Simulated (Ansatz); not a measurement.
Relaxed structures of CH$_{2}$STe, singlet (PBE0-D4/def2-TZVP; forces vanish, vibrations not checked; lower isomers may exist, and structures with a doubtful reference or unclear bonds are left out; Å). Ansatz 0.2.0; basis: def2-TZVPP; cores frozen in the correlated methods. Filled d shells of the heavier atoms are correlated. Core potentials replace the inner electrons of the atoms past krypton. The def2 sets are not built for correlating such inner shells, so the correlated values are less sure here.

Question: Rank them by CCSD(T) energy, lowest first, and give each one's height above the lowest. Links in brackets join atoms within 1.22 times the sum of their covalent radii (1.1 for two metals). (Judge from chemistry; the value comes from the calculation.)
A.
CH₂STe ([CH]1[SH][Te]1)
```
5
angstrom
C -0.2870 0.3125 -0.1266
S -0.3430 -0.6219 1.3735
Te 1.6885 -0.6678 0.1091
H -0.6679 -1.9387 1.1482
H -0.8168 -0.2501 -0.9054
```
B.
CH₂STe ([S][CH][TeH])
```
5
angstrom
C 0.1783 -0.0387 0.3742
S -1.1247 -0.9198 0.7011
Te 2.0841 -0.8078 0.0562
H 0.1447 1.0483 0.2963
H 2.7711 0.6838 -0.1960
```
C.
CH₂STe ([CH2]1[S][Te]1)
```
5
angstrom
C -0.2760 0.2410 -0.1588
S -0.3415 -1.1469 0.9448
Te 1.7624 -0.3801 0.0989
H -0.4904 1.2107 0.2763
H -0.6546 0.0753 -1.1612
```

Answer: Computed: C (0.00 kcal/mol), B (14.17 kcal/mol), A (62.87 kcal/mol). Heights count from the lowest.

T1 diagnostic: at most 0.016. The restricted Hartree–Fock reference is unstable towards an unrestricted one at one or more of these structures.

For scale, one of the runs: CCSD(T)/def2-TZVPP, 151 basis functions, launched by `ansatz run in.yaml --threads 2 --pin off --events-out ev --progress --plain --max-ram 4352MiB`. The run took 36 s on 2 CPU threads of an Arm Neoverse V2 (shared host), with 1.1 GiB of host memory at its peak.
